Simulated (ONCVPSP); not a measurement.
**Reading a pseudo-wave (ruthenium)**

Columns: radius, all-electron u(r) and pseudo u(r) of the 4d shell (level -5.22 eV) of ruthenium in the configuration [Ar] 3d10 4s2 4p6 4d7 5s1; PBEsol, scalar-relativistic, ONCV scheme, ONCVPSP 4.0.1.

| r (bohr) | all-electron | pseudo |
| --- | --- | --- |
| 0.113 | -0.1951 | 0.0035 |
| 0.225 | -0.3859 | 0.0266 |
| 0.338 | -0.3060 | 0.0834 |
| 0.450 | -0.0773 | 0.1766 |
| 0.563 | 0.1821 | 0.3010 |
| 0.675 | 0.4066 | 0.4392 |
| 0.788 | 0.5797 | 0.5750 |
| 0.900 | 0.6968 | 0.6891 |
| 1.013 | 0.7676 | 0.7721 |
| 1.125 | 0.8010 | 0.8188 |
| 1.238 | 0.8077 | 0.8325 |
| 1.350 | 0.7957 | 0.8202 |
| 1.463 | 0.7711 | 0.7904 |
| 1.575 | 0.7390 | 0.7517 |
| 1.688 | 0.7022 | 0.7090 |
| 1.800 | 0.6636 | 0.6665 |
| 1.913 | 0.6241 | 0.6250 |
| 2.025 | 0.5855 | 0.5856 |
| 2.138 | 0.5476 | 0.5476 |
| 2.250 | 0.5117 | 0.5117 |
| 2.363 | 0.4772 | 0.4772 |
| 2.475 | 0.4449 | 0.4449 |
| 2.588 | 0.4143 | 0.4143 |
| 2.700 | 0.3858 | 0.3858 |
| 2.813 | 0.3590 | 0.3589 |
| 2.925 | 0.3341 | 0.3340 |

(1) How many radial nodes do the two functions have?

(2) At about which radius was the pseudo-wave matched?

(3) Where does each function peak?

(4) Is the pseudo-wave norm-conserving?

Answers

(1) The all-electron 4d function has n − l − 1 = 1; the pseudo-wave has 0, since the states of the same l below it are removed with the core.

(2) 2.25 bohr. The columns agree to 0.0005 from 2.02 bohr on; several derivatives are matched, so the curves merge somewhat inside the radius.

(3) Outermost all-electron maximum near 1.24 bohr, pseudo maximum near 1.24 bohr (to the table’s step).

(4) Yes: the ONCV scheme keeps the norm inside the radius equal to the all-electron one, which fixes the energy derivative of the logarithmic derivative at the level.
